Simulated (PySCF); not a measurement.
UHF on Gd (gadolinium, neutral)

Configuration: [Xe] 4f8 5d1 6s1, one real determinant (an excited configuration). Calculation: PySCF 2.14, in cc-pVDZ-X2C; scalar relativity by spin-free X2C-1e.

* Total energy: -11266.522049 hartree
* One-electron energy: -15425.2749 hartree
* Hartree (Coulomb) energy: 4407.7598 hartree
* Exchange energy: -249.0069 hartree
* ⟨S²⟩: 20.0089
* ⟨L²⟩: 18.040
* Sum of ⟨r⟩: 43.41 bohr
* Sum of ⟨r²⟩: 77.06 bohr²
* Traceless quadrupole moment −½Σ⟨3z² − r²⟩ along its main axis: -2.86 e·bohr²
* Langevin diamagnetic susceptibility: -61.0 ×10⁻⁶ cm³/mol

| shell | electrons | mean orbital energy (eV) | spread (eV) | rms radius, mean of both spins (bohr) |
| --- | --- | --- | --- | --- |
| 1s α | 1 | -50482.7 | 0 | 0.0249 |
| 1s β | 1 | -50482.7 | 0 | 0.0249 |
| 2s α | 1 | -8447.8 | 0 | 0.101 |
| 2s β | 1 | -8447.5 | 0 | 0.101 |
| 2p α | 3 | -7522.7 | 0.276 | 0.0907 |
| 2p β | 3 | -7522.5 | 0.218 | 0.0907 |
| 3s α | 1 | -1917.0 | 0 | 0.260 |
| 3s β | 1 | -1913.3 | 0 | 0.260 |
| 3p α | 3 | -1623.5 | 1.584 | 0.260 |
| 3p β | 3 | -1619.3 | 0.797 | 0.260 |
| 3d α | 5 | -1229.4 | 1.332 | 0.239 |
| 3d β | 5 | -1224.8 | 0.241 | 0.239 |
| 4s α | 1 | -405.96 | 0 | 0.589 |
| 4s β | 1 | -395.84 | 0 | 0.589 |
| 4p α | 3 | -306.97 | 2.736 | 0.625 |
| 4p β | 3 | -295.77 | 0.593 | 0.625 |
| 4d α | 5 | -166.65 | 2.489 | 0.691 |
| 4d β | 5 | -152.03 | 1.776 | 0.691 |
| 5s α | 1 | -56.390 | 0 | 1.47 |
| 5s β | 1 | -51.987 | 0 | 1.47 |
| 5p α | 3 | -30.150 | 1.597 | 1.75 |
| 5p β | 3 | -26.455 | 0.090 | 1.75 |
| 4f α | 7 | -12.880 | 2.818 | 1.02 |
| 4f β | 1 | -5.502 | 0 | 1.02 |
| 6s α | 1 | -4.815 | 0 | 5.01 |
| 5d α | 1 | -3.772 | 0 | 3.46 |

⟨L²⟩ = 18.04 against 30 for a pure H term, so this real determinant mixes terms. Spin-orbit coupling, absent here, splits the open shell strongly.

Densities and radii are taken from the X2C orbitals without a picture-change correction, which distorts them close to the nucleus.

Spin-orbit constants ζ (cm⁻¹) from the X2C one-electron operator on these orbitals: bare nucleus, nucleus screened by l(l+1)(2l+1)/3 electrons, and screened by the Breit-Pauli mean field of the electrons.

```csv
shell,bare,screened nucleus,mean field
2p,3608000,3495000,n/a
3p,747600,724200,n/a
3d,116800,98550,n/a
4p,162200,157200,n/a
4d,21290,17970,n/a
4f,2885,1623,n/a
5p,19820,19200,n/a
5d,690.7,582.8,n/a
```

To first order the Landé constant is A = -92.57 cm⁻¹, so the lowest level has J = 9 and lies 0.230 eV below the centre of the term. This holds in LS coupling only.
